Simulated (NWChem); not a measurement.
Species: CH5O cation; SMILES C[OH2+]

```xyz
7

C     -0.0013     0.7990     0.0000
O     -0.0310    -0.6868     0.0000
H     -0.5445     1.0999    -0.9020
H     -0.5445     1.0999     0.9020
H      1.0418     1.1368     0.0000
H      0.3249    -1.1179    -0.8022
H      0.3249    -1.1179     0.8022
```
Atoms are numbered in this order, from 1.

Level: PBE0/def2-SVP (NWChem), optimised geometry, unscaled harmonic frequencies. 

Task: List the harmonic frequencies with IR intensities, and the thermochemistry.

Result: 
```
frequency (cm⁻¹)  IR intensity (km/mol)
----------------  ---------------------
263                                42.1
658                               326.7
885                                48.4
938                                10.0
1166                                3.3
1278                                0.5
1447                               18.3
1458                               15.0
1463                               26.8
1658                              112.0
3109                                0.4
3256                                7.3
3264                               12.6
3680                              245.7
3762                              395.1
```

```json
{
  "zero_point_energy": "40.4 kcal/mol",
  "thermal correction to the enthalpy at 298.15 K (with zero-point energy)": "43.3 kcal/mol",
  "heat capacity Cv": "10.3 cal/(mol K)",
  "entropy at 298.15 K and 1 atm (symmetry number 1)": "58.3 cal/(mol K)"
}
```

Rigid rotor and harmonic oscillator.
